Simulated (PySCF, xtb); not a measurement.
H₄S₄Sn, SMILES [SH][Sn]([SH])([SH])[SH].

GFN2-xTB in xtb 6.7.1 at its own geometry gives an orbital gap of 1.28 eV and a dipole moment of 1.72 D.

Coordinates come from a B3LYP-D3(BJ)/def2-SVP optimisation. The structure was generated by enumeration; whether it is a known compound was not checked. The def2 effective core potentials stand for the cores of Sn; spin–orbit coupling is left out. The values are those of a single conformer.

What does r2SCAN/def2-TZVP in PySCF give? (Estimate from the structure and the level; the computed values follow.)

gap 3.65 eV (levels -6.74 and -3.08 eV), dipole 1.30 D.
